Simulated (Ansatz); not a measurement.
C₂H₅ClO₂Si (`O=CC(Cl)O[SiH3]`), relaxed with RKS PBE0-D4/def2-TZVP in Ansatz 0.2.0 from a PBE-D4/def2-SVP geometry. The force threshold is 0.005 eV/Å; the program also tests the step.

Charge 0, multiplicity 1.

Start:

```xyz
11

O     1.931   -2.351   -0.677
C     1.609   -1.383   -0.027
C     0.201   -0.786   -0.037
Cl   -0.517   -1.313    1.591
O     0.282    0.577   -0.150
Si   -1.077    1.617   -0.130
H     2.310   -0.819    0.658
H    -0.439   -1.278   -0.801
H    -2.190    0.976   -0.916
H    -1.516    1.890    1.277
H    -0.594    2.871   -0.788
```

| step | energy (eV) | largest force (eV/Å) | largest move (Å) |
| --- | --- | --- | --- |
| 1 | -26638.9237 | 1.324 | 0.000 |
| 2 | -26638.9867 | 0.522 | 0.036 |
| 3 | -26638.9895 | 0.597 | 0.041 |
| 4 | -26638.9982 | 0.290 | 0.063 |
| 5 | -26639.0025 | 0.047 | 0.021 |
| 6 | -26639.0026 | 0.036 | 0.012 |
| 7 | -26639.0028 | 0.009 | 0.004 |
| 8 | -26639.0028 | 0.010 | 0.006 |
| 9 | -26639.0029 | 0.022 | 0.017 |
| 10 | -26639.0030 | 0.018 | 0.016 |
| 11 | -26639.0030 | 0.008 | 0.014 |
| 12 | -26639.0030 | 0.011 | 0.007 |
| 13 (rejected) | -26639.0030 | 0.024 | 0.005 |
| 14 | -26639.0030 | 0.002 | 0.002 |

End:

```xyz
11

O     1.874   -2.307   -0.714
C     1.588   -1.362   -0.043
C     0.187   -0.784    0.017
Cl   -0.459   -1.304    1.628
O     0.259    0.575   -0.093
Si   -1.060    1.596   -0.144
H     2.317   -0.821    0.593
H    -0.463   -1.254   -0.726
H    -2.111    0.974   -0.990
H    -1.584    1.844    1.219
H    -0.548    2.845   -0.746
```

Run time 67 s (4 threads of an Arm Neoverse V1 on a shared host); peak host memory 0.68 GiB.
